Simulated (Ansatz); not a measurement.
A structure drawn as `C[Se][SnH3]`, with this starting geometry:

```xyz
9

C     0.741    1.395   -0.271
Se   -0.378    1.038    1.223
Sn   -0.755   -1.315    0.380
H     1.606    0.725   -0.317
H     0.232    1.332   -1.224
H     1.177    2.477   -0.202
H    -1.504   -1.265   -1.257
H    -1.889   -2.170    1.412
H     0.769   -2.217    0.256
```

The species carries charge 0 and has multiplicity 1. Sn takes the def2 core potential.

(1) Does it keep its bonds when Ansatz relaxes it at PBE-D4/def2-SVP and then PBE0-D4/def2-TZVP?

(2) Give the relaxed structure. (Estimate.)

Atoms count as bonded under 1.1 times the sum of their covalent radii (H–H under 0.85 Å, pairs among N, O and F under 1.55 Å), and a drawn bond as lost past 1.3 times.

Results:

(1) Yes, every drawn bond is still there and no new one forms.

(2) Ansatz gave: 
Z-matrix (Å, degrees):
```
C
Se 1 1.960
H 1 1.088 2 110.7
H 1 1.088 2 110.7 3 -123.0
H 1 1.089 2 106.1 3 118.5
Sn 2 2.522 1 96.9 3 61.1
H 6 1.709 2 109.1 1 -58.1
H 6 1.702 2 107.0 1 -178.5
H 6 1.709 2 109.4 1 61.1
```
All modes are real.
